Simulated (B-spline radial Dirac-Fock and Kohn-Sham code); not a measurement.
# Neutral tantalum: differential elastic cross section for electrons at 60.5 keV

The computed values come from a radial B-spline solver: relativistic (Dirac) partial waves in the static field of the Dirac-Fock atom with Furness-McCarthy exchange, without polarisation or absorption potentials.

```tsv
θ (°)	dσ/dΩ (a₀²/sr)	Sherman function
5	4.48	0.000
10	0.499	0.001
15	0.129	0.003
20	0.0479	0.007
25	0.0225	0.014
30	0.0122	0.020
35	0.00728	0.024
40	0.00468	0.024
45	0.00319	0.019
50	0.00229	0.007
55	0.00171	-0.010
60	0.00132	-0.033
65	0.00105	-0.060
70	0.000853	-0.091
75	0.000707	-0.124
80	0.000595	-0.157
85	0.000509	-0.190
90	0.000441	-0.222
95	0.000387	-0.250
100	0.000344	-0.275
105	0.000309	-0.295
110	0.000280	-0.310
115	0.000257	-0.319
120	0.000238	-0.322
125	0.000221	-0.319
130	0.000208	-0.310
135	0.000197	-0.296
140	0.000188	-0.277
145	0.000181	-0.253
150	0.000174	-0.224
155	0.000170	-0.193
160	0.000166	-0.158
165	0.000163	-0.120
170	0.000161	-0.081
175	0.000160	-0.041
```

The total elastic cross section is 1.01 a₀², the first transport cross section 0.00973 a₀² and the second, weighted with (3/2) sin²θ, 0.0211 a₀². The mean deflection is ⟨1 − cos θ⟩ = 0.00963, and 0.16 % of the collisions scatter beyond 90°.
